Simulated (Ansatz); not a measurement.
Relaxation of ClF2H3Si (7 atoms, charge 0, multiplicity 1), to a largest force component of 0.03 eV/Å in at most 50 steps.

The calculation used RKS PBE/def2-SVPD in Ansatz.

```xyz
7
Properties=species:S:1:pos:R:3
Si -0.638 0.292 -0.447
H 1.258 -1.148 0.884
F 0.245 -0.693 -1.398
F -1.274 -0.600 0.759
H -1.733 0.889 -1.246
H 1.554 -0.542 1.088
Cl 0.588 1.801 0.361
```

Question: Where does it end, and by what steps?

Answer: The forces met the threshold. After 6 steps the energy has fallen by 0.208 eV; H2 moved furthest, 0.61 Å.

| step | energy less start (eV) | largest force component (eV/Å) | accepted |
| --- | --- | --- | --- |
| 0 | 0.0000 | 2.290 | yes |
| 1 | -0.1593 | 0.285 | yes |
| 2 | -0.1946 | 0.187 | yes |
| 3 | -0.2041 | 0.098 | yes |
| 4 | -0.2061 | 0.082 | yes |
| 5 | -0.2078 | 0.036 | yes |
| 6 | -0.2083 | 0.022 | yes |

```xyz
7
Properties=species:S:1:pos:R:3
Si -0.794 0.450 -0.562
H 1.637 -1.546 1.159
F 0.161 -0.514 -1.466
F -1.343 -0.436 0.693
H -1.940 0.921 -1.376
H 1.946 -0.881 1.387
Cl 0.332 2.006 0.166
```

Whether the end is a true minimum wasn't checked by a vibrational analysis.

Time of the run: 10 s on 2 threads of Intel(R) Xeon(R) Platinum 8488C (Sapphire Rapids) (shared host), peak memory 0.17 GiB.
